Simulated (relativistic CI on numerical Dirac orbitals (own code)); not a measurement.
Pr VII: sensitivity of the levels to the model

Base calculation: Dirac-Coulomb-Breit CI, KLI orbitals optimised for each configuration, QED by a radiative potential, unscaled Slater integrals.

CI space (outside the closed core [Kr] 4d10): 4f.5s2.5p4, 5s2.5p5, 4f2.5s2.5p3, 5s.5p6, 4f.5s.5p5, 4f.5s2.5p3.5d, 5s2.5p4.5d, 4f.5s.5p4.5d, 4f2.5s.5p4, 5s2.5p4.6s, 4f.5s2.5p3.5g, 4f.5s2.5p3.6s, 5s2.5p4.6p, 4f.5p6, 5p6.5d, 5s.5p5.5d, 5p5.5d2. Double excitations out of closed p, d and f shells are left out; levels of such configurations are missing from the list, as are those of other unlisted configurations, and high levels can miss mixing partners. These lack a partner that the ground configuration has and come out too high: 5s2.5p4.6s, 5s2.5p4.6p.

Variants: (1) P86 correlation estimate; (2) Breit term removed; (3) only the first 3 configurations. Shifts of the energy above 5s2.5p5 2P°_3/2, in cm⁻¹, for the lowest level and the first level of each name with at least 55 % of one term (blank where a level changes its place among those of its configuration and J or its character, or is not in the variant):

| Level | Base | Δ(1) | Δ(2) | Δ(3) |
| --- | --- | --- | --- | --- |
| 5s2.5p5 2P°_3/2 | 0.0 | 0.0 | 0.0 | 0.0 |
| 5s2.5p5 2P°_1/2 | 28647.7 | -169.9 | +474.1 | +1049.2 |
| 4f.5s2.5p4 4F°_5/2 | 46901.8 | -1598.1 | +1219.3 | +1148.8 |
| 4f.5s2.5p4 4F°_7/2 | 47051.4 | -1597.1 | +1321.0 | +1131.5 |
| 4f.5s2.5p4 4F°_9/2 | 49181.3 | -1597.8 | +1489.7 | +1135.8 |
| 4f.5s2.5p4 4G°_11/2 | 57466.6 | -1604.3 | +1476.2 | +561.1 |
| 4f.5s2.5p4 4D°_1/2 | 58830.2 | -1476.5 | +1114.5 | +313.0 |
| 4f.5s2.5p4 4G°_5/2 | 73696.9 | -1610.3 | +1350.1 | +555.3 |
| 4f.5s2.5p4 2D°_5/2 | 87584.6 | -1637.9 | +1820.9 | +1662.8 |
| 4f.5s2.5p4 2H°_9/2 | 87973.9 | -1635.1 | +1626.5 | +1156.7 |
| 4f.5s2.5p4 2P°_3/2 | 88821.1 | -1609.8 | +1688.7 | +1166.9 |
| 4f.5s2.5p4 2P°_1/2 | 89033.5 | -1548.4 | +1514.2 | +749.0 |
| 4f.5s2.5p4 2H°_11/2 | 90072.1 | -1643.7 | +1902.6 | +1110.2 |
| 4f.5s2.5p4 2D°_3/2 | 102622.7 | -1644.9 | +1712.2 | +986.3 |

At this charge configurations can still be misplaced by up to about 7 % of their energy. Levels and lines within the n = 5 or 6 shells can be off by up to 10 % or somewhat more, and those that change n by about 2 %, since core polarisation is missing. Levels that differ in their count of f electrons can be misplaced by several ten thousand cm⁻¹, since the correlation energy of f electrons is missing or only estimated; rates across such gaps can be off by orders of magnitude. The computed lowest level isn't the tabulated ground level, which NIST ASD gives as 4f 5s2 5p4 °.

Ionisation energy from the two ground configurations alone: base 93.37 eV; P86 correlation estimate 94.76 eV; Breit term removed 93.42 eV. The NIST ASD value (theoretical) is 97 eV. The gap of more than 2 % comes from missing correlation, or from a tabulated value that is itself an estimate.

LS names give the leading component of a level, which can be under half, so a name can repeat, a term be missing and a line seem to break the LS rules.
